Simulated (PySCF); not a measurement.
Rows and methods have been separated. Pair them.

Compound: C6H6FN.
Atom-mapped SMILES: `[NH2:1][c:2]1[cH:3][cH:4][cH:5][cH:6][c:7]1[F:8]` (hydrogens: H9, H10 on N1; H11 on C3; H12 on C4; H13 on C5; H14 on C6)

The closed-shell ground state was solved 6 times with PySCF (density fitting, gas phase), always in the pcSseg-1 basis (166 functions), with these functionals: B3LYP, B97-D, CAM-B3LYP, HF, PBE0 and wB97X-D. Isolated species at its PBE0-D3(BJ)/def2-SVP geometry, gas phase.

```
row  total energy (Eh)  HOMO (eV)  LUMO (eV)  dipole (D)
  P          -386.8100      -5.81      -0.29        1.73
  Q          -386.6697      -7.79       1.59        1.72
  R          -386.3690      -6.03      -0.12        1.73
  S          -386.5315      -4.92      -0.88        1.75
  T          -384.5205      -8.17       3.42        1.79
  U          -386.6276      -7.22       0.97        1.72
```

Problem. Which functional belongs to which row?

Solution. P = B3LYP, Q = wB97X-D, R = PBE0, S = B97-D, T = HF, U = CAM-B3LYP. By rising HOMO–LUMO gap: B97-D (GGA) 4.04 eV; B3LYP (global hybrid, 20 % exact exchange) 5.52 eV; PBE0 (global hybrid, 25 % exact exchange) 5.91 eV; CAM-B3LYP (range-separated hybrid) 8.19 eV; wB97X-D (range-separated hybrid) 9.38 eV; HF (all exact exchange) 11.59 eV. Total energies of different functionals aren't bounds to one another; each is stationary for its own functional.

The values belong to the conformer `[NH2:1][c:2]1[cH:3][cH:4][cH:5][cH:6][c:7]1[F:8]`: H–N1–C2–C3 163°, H–N1–C2–C3 24°.

Note: B97-D and wB97X-D ran without an empirical dispersion term, which enters the total energy and its gradient alone.
